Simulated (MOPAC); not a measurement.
MOPAC input (PM6):

```
PM6 PRECISE GNORM=0.05 LET XYZ GEO-OK AUX(PRECISION=9) THREADS=1
H5P

P    -0.00000000 1    0.00000000 1    0.00000000 1
H     0.00762300 1   -0.00624800 1    1.47869600 1
H    -0.00762300 1    0.00624800 1   -1.47869600 1
H     1.42511300 1    0.00614500 1   -0.00732100 1
H    -0.71785200 1    1.23111700 1    0.00890200 1
H    -0.70726200 1   -1.23726200 1   -0.00158200 1
```

From the output:

```
                                                       MOPAC v23.2.5 Linux

          FINAL HEAT OF FORMATION =         89.86686 KCAL/MOL =     376.00293 KJ/MOL

          COSMO AREA              =         70.74 SQUARE ANGSTROMS
          COSMO VOLUME            =         51.40 CUBIC ANGSTROMS

          GRADIENT NORM           =          0.03106          =       0.01268 PER ATOM
          IONIZATION POTENTIAL    =          7.393109 EV
          HOMO LUMO ENERGIES (EV) =         -7.393  3.624
          NO. OF FILLED LEVELS    =          5
          MOLECULAR WEIGHT        =         36.0133         POINT GROUP:  D3h

          MOLECULAR DIMENSIONS (Angstroms)

            Atom       Atom       Distance
            H     3    H     2     3.06602
            H     4    H     6     2.55315
            H     5    H     4     2.21109

          SCF CALCULATIONS        =          7

   ATOM   CHEMICAL          X               Y               Z
  NUMBER   SYMBOL      (ANGSTROMS)     (ANGSTROMS)     (ANGSTROMS)

     1       P         -0.00000257  *   0.00000091  *  -0.00000003  *
     2       H          0.00790383  *  -0.00647765  *   1.53297385  *
     3       H         -0.00790168  *   0.00647686  *  -1.53297424  *
     4       H          1.47403533  *   0.00635546  *  -0.00757218  *
     5       H         -0.74248803  *   1.27337031  *   0.00920789  *
     6       H         -0.73153622  *  -1.27973006  *  -0.00163615  *

                             CARTESIAN COORDINATES

   1    P       -0.000002566     0.000000915    -0.000000034
   2    H        0.007903828    -0.006477647     1.532973853
   3    H       -0.007901679     0.006476864    -1.532974238
   4    H        1.474035330     0.006355462    -0.007572178
   5    H       -0.742488035     1.273370308     0.009207895
   6    H       -0.731536218    -1.279730057    -0.001636145

           Empirical Formula: H5 P  =     6 atoms

      MOLECULAR POINT GROUP   :   D3h

                  EIGENVALUES
 -22.49461 -15.14571 -15.14562 -14.99265  -7.39311   3.62390   4.42546   4.42553
   5.51280 117.88895 117.88895 118.32959 118.32959 119.47822

              NET ATOMIC CHARGES AND DIPOLE CONTRIBUTIONS

  ATOM NO.   TYPE          CHARGE      No. of ELECS.   s-Pop       p-Pop       d-Pop
    1          P           0.682168        4.3178     1.24148     3.04625     0.03010
    2          H          -0.251862        1.2519     1.25186
    3          H          -0.251862        1.2519     1.25186
    4          H          -0.059482        1.0595     1.05948
    5          H          -0.059481        1.0595     1.05948
    6          H          -0.059481        1.0595     1.05948
 DIPOLE           X         Y         Z       TOTAL
 POINT-CHG.    -0.000     0.000     0.000     0.000
 HYBRID        -0.000     0.000     0.000     0.000
 SUM           -0.000     0.000     0.000     0.000

          ATOMIC ORBITAL ELECTRON POPULATIONS

     Atom    s        px        py        pz      x^2-y^2     xz        z^2       yz        xy
    1  P   1.24148   1.00545   1.00545   1.03534   0.00450   0.00000   0.02111   0.00000   0.00450
    2  H   1.25186
    3  H   1.25186
    4  H   1.05948
    5  H   1.05948
    6  H   1.05948

 **********************
 *                    *
 * JOB ENDED NORMALLY *
 *                    *
 **********************

 == MOPAC DONE ==
```

The geometry given is a B3LYP-D3(BJ)/def2-TZVP minimum.
